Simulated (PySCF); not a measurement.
# Nd⁴⁹⁺: ionisation energy

Nd⁴⁹⁺ [Ne] 3s1 (2S) → Nd⁵⁰⁺ [Ne] (1S), as a difference of total energies. All numbers are calculated (PySCF 2.14, no relativity, point nucleus, in an uncontracted even-tempered set (16 s from 11 bohr⁻², ratio 2.5; 10 p from 14 bohr⁻², ratio 2.5; 4 d from 52 bohr⁻², ratio 2.7; 4 f from 78 bohr⁻², ratio 2.7)). Correlated levels: outer shells: 1s2 frozen; virtual orbitals above 40 to 60 times the deepest correlated orbital energy dropped. The calculations carry no spin-orbit coupling.

```json
{"method": "UHF", "ionisation energy (eV)": "4100.0", "difference from reference (eV)": "-202.0"}
{"method": "LDA", "ionisation energy (eV)": "4103.0", "difference from reference (eV)": "-199.0"}
{"method": "PBE", "ionisation energy (eV)": "4106.3", "difference from reference (eV)": "-195.7"}
{"method": "PBE0", "ionisation energy (eV)": "4104.9", "difference from reference (eV)": "-197.1"}
{"method": "r2SCAN", "ionisation energy (eV)": "4098.8", "difference from reference (eV)": "-203.2"}
{"method": "M06-2X", "ionisation energy (eV)": "4103.3", "difference from reference (eV)": "-198.7"}
{"method": "PBEsol", "ionisation energy (eV)": "4103.7", "difference from reference (eV)": "-198.3"}
{"method": "MP2 (outer shells)", "ionisation energy (eV)": "4100.7", "difference from reference (eV)": "-201.3"}
{"method": "SCS-MP2 (outer shells)", "ionisation energy (eV)": "4100.6", "difference from reference (eV)": "-201.4"}
```

Reference: 4302 ± 4 eV (theoretical estimate listed by NIST; NIST Atomic Spectra Database, ionization energies).

The gap to the reference is mostly relativistic.
